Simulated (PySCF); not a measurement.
hydrogen (H2), SMILES [H][H]. The structure is a stationary point at PBE0-D3(BJ)/def2-TZVPD.

PySCF with TDDFT-PBE0/def2-TZVPD puts the lowest singlet excitations at 12.38, 13.65, 13.65, 15.35, 16.99, 16.99 eV.

What are the lowest excitation roots from ADC(2)/aug-cc-pVDZ in PySCF? (The exact figures need the calculation; the answer reports its results.)

12.64, 13.08, 15.78, 15.78, 16.19, 20.16 eV. S1 differs by 0.26 eV (second minus first; roots are paired by order, and the bases may differ).
